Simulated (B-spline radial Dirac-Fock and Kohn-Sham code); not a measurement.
**Kohn-Sham estimates against Dirac-Fock for the levels of Tb¹⁶⁺**

System: terbium as Tb¹⁶⁺ in the configuration 1s2 2s2 2p6 3s2 3p6 3d10 4s2 4p6 4d10 4f3.

The density-functional columns are spherical, spin-unpolarised Dirac-Kohn-Sham results without Breit or QED terms: −ε is minus the orbital energy of the initial state and ΔSCF the difference of two total energies. The reference in the last column comes from multi-electron Dirac-Fock with separately optimised hole states, Breit and Lamb-shift corrections added in first order. All numbers are from a radial finite-basis atomic code, in eV; a selection of levels is shown. The Kohn-Sham columns are given as differences from the reference. For the 1s level of heavy atoms much of the gap between ΔSCF and the reference is the Breit and QED part, -227.0 eV here; for other levels the error of the functional can be larger.

```csv
level,LDA −ε − DF,LDA ΔSCF − DF,Dirac-Fock
1s,-263.8,+214.2,52374.2
2s,-156.1,-60.2,9093.6
2p1/2,-117.0,+1.8,8632.2
2p3/2,-125.0,-17.4,7894.5
3s,-82.9,-46.4,2348.3
3p1/2,-67.7,-29.6,2148.9
3p3/2,-66.8,-30.5,1993.9
3d3/2,-46.7,-5.8,1655.0
3d5/2,-47.5,-7.2,1622.1
4s,-41.0,-21.5,764.7
4p1/2,-33.4,-14.1,684.0
4p3/2,-33.3,-14.7,647.0
4d3/2,-19.5,-1.3,511.3
4d5/2,-19.6,-1.6,504.4
4f,-14.8,+2.7,350.2
```

Values without a named source are computed, but for edge energies of neutral atoms, which are taken from tables.
